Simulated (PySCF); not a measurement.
A GIAO shielding run with PySCF 2.14 (density fitting, non-relativistic, gas phase) on `C=C[Si]1(CC)CSC1`, C₆H₁₂SSi:

```
$ OMP_NUM_THREADS=1 python probes_run.py task.json out

{"job": {"kind": "nmr", "xc": "PBE0", "basis": "pcSseg-1"}, "charge": 0, "multiplicity": 1}
C     -0.977809     2.430226     0.106665
C     -0.998579     1.365628    -0.680730
Si    -0.362853    -0.337580    -0.180033
C      0.927976    -0.312559     1.218052
C      2.132092     0.559681     0.878952
C      0.104507    -1.411673    -1.701248
S     -1.311973    -2.553791    -1.448297
C     -1.772981    -1.618470     0.061959
H     -1.353234     3.391718    -0.208300
H     -0.582313     2.388144     1.108228
H     -1.414640     1.471874    -1.675666
H      1.269817    -1.325738     1.435764
H      0.462082     0.058868     2.131341
H      2.629987     0.196364    -0.016489
H      2.852713     0.557795     1.694490
H      1.822786     1.585678     0.697475
H      0.031552    -0.947181    -2.680610
H      1.036058    -1.968436    -1.646856
H     -1.709323    -2.268632     0.930100
H     -2.791013    -1.251236    -0.027834
```

Hardware: 1 thread of an Arm Neoverse N1, shared host. The job also computes population analyses, field gradients, ring-centre shieldings.

**Question.** How large is the calculation?

**Answer.** 78 electrons, 210 basis functions and 1132 auxiliary functions.

**Question.** How long does it take, and how much memory does it need?

**Answer.** 76 s of wall time, with 14 SCF cycles and 5 response iterations; peak memory 1 GiB. Times on a shared host scatter by some tens of per cent.
